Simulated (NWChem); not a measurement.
# C$_{2}$H$_{2}$FI; SMILES F/C=C\I

```xyz
6

F     -0.8367     2.3861     0.0000
C      0.4787     2.1611     0.0000
C      1.0319     0.9396     0.0000
I     -0.0894    -0.8299     0.0000
H      1.0810     3.0866     0.0000
H      2.1232     0.8177     0.0000
```
Atoms are numbered in this order, from 1.

Computed with NWChem. Coordinates come from a PBE-D3(BJ)/def2-SVP optimisation. def2 effective core potentials on I; no spin-orbit coupling. Vertical excitations in the gas phase; the lowest state need not have the same character in each row.

| level | lowest excitation, singlet (eV) | oscillator strength of that lowest state | lowest state with f > 0.02, singlet (eV) | orbital gap (eV) |
|---|---|---|---|---|
| PBE/def2-SVP, full TDDFT | 4.43 | 0.001 | 5.57 | 4.14 |
| B3LYP/def2-SVP, full TDDFT | 4.59 | 0.001 | 6.05 | 5.75 |
| LDA (Slater exchange, VWN5)/def2-SVP, full TDDFT | 4.42 | 0.001 | 5.53 | … |
| CAM-B3LYP/def2-SVP, full TDDFT | 4.75 | 0.001 | 6.56 | 8.62 |

### Question
What belongs in the gaps?

### Answer

- LDA (Slater exchange, VWN5)/def2-SVP, full TDDFT, orbital gap (eV): 4.09
